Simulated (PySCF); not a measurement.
C₂H₅BO₂ (SMILES C=CB(O)O), singlet, at a GFN2-xTB geometry; M062X/6-31G, TDA run with PySCF.

Here is a job for PySCF.
```python
from pyscf import gto, scf, dft, tdscf

mol = gto.M(
    atom='''
B     0.22785646    0.40696456    0.20460278
C    -0.66088889   -0.35623061   -0.84764847
C    -0.90746038   -1.65898545   -0.80306477
H    -1.09859335    0.21880443   -1.65918104
H    -1.51957146   -2.16578374   -1.53359994
H    -0.49347226   -2.26642740   -0.01589776
O     0.78664116   -0.27694620    1.22514403
H     1.30842206    0.27188564    1.81183972
O     0.46527194    1.75028914    0.13423991
H     0.05872361    2.21125112   -0.59696702
''',
    basis='6-31g',
    verbose=4,
)

mf = dft.RKS(mol)
mf.xc = 'm062x'
mf.kernel()
td = mf.TDA()
td.nstates = 5
td.kernel()
td.analyze()
```

What the program printed (banner, timings and long lists left out):

```
PySCF version 2.14.0

[INPUT] verbose = 4
[INPUT] num. atoms = 10
[INPUT] num. electrons = 38
[INPUT] charge = 0
[INPUT] spin (= nelec alpha-beta = 2S) = 0
[INPUT] symmetry False subgroup None
[INPUT] Mole.unit = angstrom
[INPUT] Symbol           X                Y                Z      unit          X                Y                Z       unit  Magmom
[...]
nuclear repulsion = 154.990115786928
number of shells = 35
number of NR pGTOs = 130
number of NR cGTOs = 55
basis = 6-31g
ecp = {}

******** <class 'pyscf.dft.rks.RKS'> ********
method = RKS
initial guess = minao
damping factor = 0
level_shift factor = 0
DIIS = <class 'pyscf.scf.diis.CDIIS'>
diis_start_cycle = 1
diis_space = 8
diis_damp = 0
SCF conv_tol = 1e-09
SCF conv_tol_grad = None
SCF max_cycles = 50
direct_scf = True
direct_scf_tol = 1e-13
XC library pyscf.dft.libxc version 7.1.2
    S. Lehtola, C. Steigemann, M. J. T. Oliveira, and M. A. L. Marques,  SoftwareX 7, 1–5 (2018)
XC functionals = m062x
    Y. Zhao and D. G. Truhlar,  Theor. Chem. Acc. 120, 215 (2008)
    Y. Zhao and D. G. Truhlar,  Theor. Chem. Acc. 120, 215 (2008)
radial grids:
    Treutler-Ahlrichs [JCP 102, 346 (1995); DOI:10.1063/1.469408] (M4) radial grids

becke partition: Becke, JCP 88, 2547 (1988); DOI:10.1063/1.454033
pruning grids: <function nwchem_prune>
grids dens level: 3
symmetrized grids: False
atomic radii adjust function: <function treutler_atomic_radii_adjust>
small_rho_cutoff = 0
Set gradient conv threshold to 3.16228e-05
Initial guess from minao.
tot grids = 119488
init E= -255.14760300084
[...]
cycle= 1 E= -254.309803245948  delta_E= 0.838  |g|= 0.73  |ddm|= 2.88
[...]
cycle= 2 E= -254.309308637748  delta_E= 0.000495  |g|= 0.787  |ddm|= 1.18
[...]
cycle= 3 E= -254.420912183372  delta_E= -0.112  |g|= 0.0409  |ddm|= 0.595
[...]
cycle= 4 E= -254.421258735546  delta_E= -0.000347  |g|= 0.0224  |ddm|= 0.0636
[...]
cycle= 5 E= -254.421387814031  delta_E= -0.000129  |g|= 0.0046  |ddm|= 0.0226
[...]
cycle= 6 E= -254.421392463425  delta_E= -4.65e-06  |g|= 0.00204  |ddm|= 0.00607
[...]
cycle= 7 E= -254.421393637824  delta_E= -1.17e-06  |g|= 0.000263  |ddm|= 0.00201
[...]
cycle= 8 E= -254.421393662982  delta_E= -2.52e-08  |g|= 5.3e-05  |ddm|= 0.000469
[...]
cycle= 9 E= -254.421393664404  delta_E= -1.42e-09  |g|= 1.49e-05  |ddm|= 0.000116
[...]
cycle= 10 E= -254.421393664461  delta_E= -5.7e-11  |g|= 9.62e-06  |ddm|= 2.65e-05
[...]
Extra cycle  E= -254.421393664452  delta_E= 8.87e-12  |g|= 1.23e-05  |ddm|= 1.58e-05
converged SCF energy = -254.421393664452

******** <class 'pyscf.tdscf.rks.TDA'> for <class 'pyscf.dft.rks.RKS'> ********
nstates = 5 singlet
deg_eia_thresh = 1.000e-03
wfnsym = None
conv_tol = 1e-05
eigh lindep = 1e-12
eigh level_shift = 0
eigh max_cycle = 100

Excitation energies (eV)
[6.91970816 7.85738535 8.41187328 8.68419771 8.99516647]

** Singlet excitation energies and oscillator strengths **
Excited State   1:      6.91971 eV    179.18 nm  f=0.0034
      18 -> 20        0.69655
Excited State   2:      7.85739 eV    157.79 nm  f=0.4985
      17 -> 20       -0.10041
      19 -> 20        0.66798
      19 -> 23       -0.13839
Excited State   3:      8.41187 eV    147.39 nm  f=0.0004
      13 -> 20       -0.18713
      15 -> 20        0.62686
      16 -> 20        0.20430
Excited State   4:      8.68420 eV    142.77 nm  f=0.1314
      17 -> 20       -0.68416
Excited State   5:      8.99517 eV    137.83 nm  f=0.0050
      15 -> 20       -0.18927
      16 -> 20        0.65386
      16 -> 23       -0.16293

** Transition electric dipole moments (AU) **
state          X           Y           Z        Dip. S.      Osc.
  1        -0.1148      0.0248      0.0795      0.0201      0.0034
  2        -0.6139     -1.4172     -0.4522      2.5897      0.4985
  3        -0.0349      0.0070      0.0240      0.0018      0.0004
  4        -0.0199      0.7422     -0.2579      0.6178      0.1314
  5        -0.1221      0.0263      0.0841      0.0227      0.0050

** Transition velocity dipole moments (imaginary part, AU) **
state          X           Y           Z        Dip. S.      Osc.
  1        -0.0101      0.0022      0.0070      0.0002      0.0004
  2        -0.0923     -0.1630     -0.0834      0.0421      0.0971
  3        -0.0019      0.0003      0.0013      0.0000      0.0000
  4        -0.0148      0.0515     -0.0373      0.0043      0.0089
  5        -0.0479      0.0102      0.0330      0.0035      0.0070

** Transition magnetic dipole moments (imaginary part, AU) **
state          X           Y           Z
  1         0.1427      0.6254      0.0139
  2         0.2537     -0.0538     -0.1750
  3        -0.5408     -0.6559     -0.5815
  4         0.0281     -0.0062     -0.0197
  5         0.3403      0.5070      0.3364
```
